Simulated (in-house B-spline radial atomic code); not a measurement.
# Ionising Mo5+ with different functionals

Computed with a B-spline radial code for spherical atoms: scalar-relativistic (spin-free X2C) Hamiltonian, Fermi nucleus of rms radius 4.4091 fm, spin-polarised at highest spin, spherical fractional occupations for the functionals, the average over the highest-spin determinants for Hartree-Fock. The ionisation energy is the difference of two self-consistent energies, [Kr] 4d1 → [Ar] 3d10 4s2 4p6, without Breit or QED terms; ε is the level of the shell that loses the electron (its least bound occupied spin orbital). There is no spin-orbit coupling in this Hamiltonian.

Hybrids are left out here: with spherical fractional occupations of an open shell their exact exchange keeps a self-interaction that integer-occupation calculations don't have.

| method | rung | ΔSCF (eV) | -ε(4d) (eV) |
| --- | --- | --- | --- |
| Hartree-Fock | Hartree-Fock | 67.51 | 67.98 |
| LDA VWN5 | LDA | 68.89 | 61.43 |
| LDA PW92 | LDA | 68.88 | 61.42 |
| LDA exchange-only | LDA | 67.27 | 59.90 |
| PBE | GGA | 68.73 | 61.31 |
| PBEsol | GGA | 68.70 | 61.27 |
| BLYP | GGA | 68.61 | 61.15 |
| RPBE | GGA | 68.71 | 61.27 |
| PW91 | GGA | 68.82 | 61.38 |
| BP86 | GGA | 68.75 | 61.33 |
| AM05 | GGA | 68.69 | 61.25 |
| OLYP | GGA | 69.01 | 61.54 |
| TPSS | meta-GGA | 68.55 | 61.13 |
| SCAN | meta-GGA | 68.13 | 60.93 |
| r2SCAN | meta-GGA | 68.16 | 60.95 |
| revTPSS | meta-GGA | 68.46 | 61.06 |

How do they compare with the NIST value?

NIST lists 68.827 eV (measured, ground level to ground level). Errors run from -1.55 to +0.19 eV; PW91 is closest (-0.01 eV), but part of that can be cancellation, since the calculations leave out spin-orbit coupling, Breit-QED terms, multiplet and fine-structure energies. Hartree-Fock also lacks correlation.
